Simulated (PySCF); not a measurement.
These are PBE-D3(BJ)/def2-TZVP // PBE0-D4/def2-SVP run with PySCF values and carry that method's errors. All species are isolated molecules in the gas phase. Delta-SCF ions had no search for a lower state. Excitations are Tamm–Dancoff values on a coarser integration grid. The basis has no diffuse functions, so Rydberg states are missing or too high.

Reference species (SMILES): `c1(c(ccc2c1cccc2)Cl)[SiH3]` (neutral, multiplicity 1).

```
Item                                      Result
--------------------------------------  --------
S1–T1 gap (TDA)                          1.12 eV
LUMO                                    -2.42 eV
vertical ionisation energy (Delta-SCF)   7.92 eV
S1 excitation (TDA)                      3.98 eV
```

Changed species: `[SiH3]c1ccc(Cl)c2ccccc12`.

### Question
Predict the effect on the S1–T1 gap (TDA), LUMO, vertical ionisation energy (Delta-SCF) and S1 excitation (TDA).

### Answer
the S1–T1 gap (TDA) rises by 0.08 eV, to 1.20 eV; the LUMO decreases by 0.08 eV, to -2.50 eV; the vertical ionisation energy (Delta-SCF) stays essentially unchanged; the S1 excitation (TDA) hardly moves.
